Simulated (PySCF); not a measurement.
H2OZn, SMILES [ZnH][OH]. The structure is a stationary point at PBE0-D3(BJ)/def2-TZVP.

Problem. Give the equilibrium geometry at PBE0-D3(BJ)/def2-TZVP (PySCF confirms it by a frequency run) as a Z-matrix, and its point group. (The exact figures need the calculation; the answer reports its results.)

Solution. point group Cs.
```
Zn
O 1 1.7747
H 2 0.9576 1 117.76
H 1 1.5142 3 163.13 2 180.00
```
